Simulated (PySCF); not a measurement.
# [Nb(=O)(OH)3] (charge 0, multiplicity 1)

Calculation: TPSSh-D3(BJ)/def2-TZVP // TPSS-D3(BJ)/def2-SVP (PySCF).

```yaml
HOMO: -8.35 eV
dipole_moment: 0.44 D
LUMO: -1.35 eV
HOMO–LUMO gap: 7.00 eV
charge on the central atom (Mulliken): 1.80 e
total_energy: -9797.37 eV
cost: about 5 core-minutes (a rough figure)
```

```xyz
8

Nb    -0.2576     0.0088    -0.2415
O      0.9719     0.8444     0.6284
O     -1.8095     1.1252    -0.3523
H     -1.9650     2.0156     0.0046
O     -0.6829    -1.6128     0.6838
H     -0.3218    -1.9745     1.5103
O      0.3826    -0.3940    -2.0003
H      1.2388    -0.1990    -2.4163
```
